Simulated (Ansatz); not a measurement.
Molecule: RbCl, charge -1, multiplicity 2. SMILES of the parent species: [Cl][Rb]
Geometry from a B3LYP-D3(BJ)/def2-TZVP (Ansatz, a quantum-chemistry and plane-wave program) optimisation:
```xyz
2

Rb     0.0000     0.0000    -0.9516
Cl     0.0000     0.0000     2.0712
```
Charge -1, spin multiplicity 2.

Parts of the frozen-core correlation energy in def2-SVP (Ansatz, hartree). Frozen orbitals: 9; correlated occupied orbitals by spin: 5 and 4; virtual: 28 and 29. Open shells are spin-unrestricted. No spin-orbit coupling. In def2 rows, elements after Kr have scalar-relativistic effective core potentials.

```tsv
term	value
reference (HF)	-483.24927
MP2 opposite-spin	-0.09940
MP2 same-spin	-0.03667
CCSD correlation	-0.14794
(T)	-0.00187
CCSDT minus CCSD(T)	-0.00019
CCSDT(Q) minus CCSD(T)	-0.00041
T1 diagnostic	0.009
largest doubles amplitude	0.038
<S^2> of the reference	0.750
```
